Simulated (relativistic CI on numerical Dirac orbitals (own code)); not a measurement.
## What each ingredient does to the levels of Au VI

Base calculation: Dirac-Coulomb-Breit CI, orbitals from a KLI potential per configuration, a model potential for QED, valence Slater integrals scaled by 0.85, P86 correlation energy added to each configuration.

Configurations in the expansion (outside the closed core [Kr] 4d10 4f14): 5s2.5p6.5d6, 5s2.5p6.5d5.6s, 5s2.5p6.5d5.5f, 5s2.5p6.5d5.6p, 5s2.5p6.5d5.5g, 5s2.5p5.5d7, 5s2.5p6.5d5.6d, 5s2.5p6.5d5.7s, 5s2.5p6.5d4.6s.6p, 5s2.5p6.5d5.7p, 5s2.5p6.5d5.7d, 5s.5p6.5d7, 5s2.5p6.5d4.6s2, 5s2.5p6.5d3.5f.6s2, 5s2.5p6.5d3.6s2.6p, 5s2.5p6.5d3.5g.6s2, 5s2.5p6.5d3.6s2.6d. Double excitations out of closed p, d and f shells are left out; levels of such configurations are missing from the list, as are those of other unlisted configurations, and high levels can miss mixing partners.

The lowest level and the first level of each name with at least 55 % of one term (blank where a level has no safe partner in the second run):

```csv
Level,Base (cm⁻¹),Shift (cm⁻¹)
5s2.5p6.5d6 5D_4,0.0,0.0
5s2.5p6.5d6 5D_3,9094.4,+87.1
5s2.5p6.5d6 5D_0,12281.2,+292.3
5s2.5p6.5d6 5D_1,12556.3,+230.3
5s2.5p6.5d6 3H_6,23659.8,-370.9
5s2.5p6.5d6 3F_2,28333.6,+688.9
5s2.5p6.5d6 1S_0,33799.5,+1007.7
5s2.5p6.5d6 3D_1,35451.3,+1136.2
5s2.5p6.5d6 3D_2,36686.6,+908.0
5s2.5p6.5d6 3D_3,39329.6,+982.5
5s2.5p6.5d6 3P_0,42156.2,+1178.4
5s2.5p6.5d6 1I_6,42854.0,-384.1
5s2.5p6.5d6 1F_3,45062.5,+836.2
5s2.5p6.5d6 3P_1,46573.1,+1062.1
5s2.5p6.5d6 1G_4,49885.2,+709.1
5s2.5p6.5d6 3F_4,60309.8,+332.4
5s2.5p6.5d6 3P_2,69340.5,+1146.0
5s2.5p6.5d5.6s 7S_3,106266.4,-698.0
5s2.5p6.5d5.6s 5G_4,136537.9,-593.8
5s2.5p6.5d5.6s 5G_6,137793.1,-587.9
5s2.5p6.5d5.6s 5G_5,138623.0,-573.7
5s2.5p6.5d5.6s 5D_4,145058.5,-531.0
```

At this charge configurations can still be misplaced by up to about 7 % of their energy. Levels and lines within the n = 5 or 6 shells can be off by up to 10 % or somewhat more, and those that change n by about 2 %, since core polarisation is missing.

One thing was changed in a second run, which moved the levels as shown. Which?
A. configuration mixing switched off
B. Slater integrals left unscaled
C. QED terms removed
D. valence Slater integrals scaled by 0.75
E. only the first 3 configurations
F. Breit term removed

A. Configuration mixing switched off. Without mixing, levels that were pushed by configurations of the same parity and J return to their single-configuration places.

LS names give the leading component of a level, which can be under half, so a name can repeat, a term be missing and a line seem to break the LS rules.
